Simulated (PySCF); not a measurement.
B3LYP has the VWN-RPA correlation part, as in Gaussian. Excitations are Tamm–Dancoff values on a coarser integration grid. The basis has no diffuse functions, so Rydberg states are missing or too high.

Cartesian coordinates (Å):
SMILES: BBC
```xyz
9

B      1.6086    -0.0848    -0.1019
B      0.0966     0.5313     0.0182
C     -1.2543    -0.2645     0.0384
H      2.2493    -0.4023     0.8581
H      2.1569    -0.2217    -1.1573
H      0.0062     1.7280     0.1230
H     -1.1855    -1.3361    -0.1486
H     -1.7034    -0.1229     1.0308
H     -1.9743     0.1730    -0.6607
```
Charge 0, spin multiplicity 1.

Task: Estimate the S1 excitation (TDA), total energy and dipole moment that PySCF with B3LYP-D3(BJ)/def2-TZVP returns for this input.

Result: 
```yaml
S1 excitation (TDA): 4.75 eV
total_energy: -91.4183 Ha
dipole_moment: 0.69 D
```
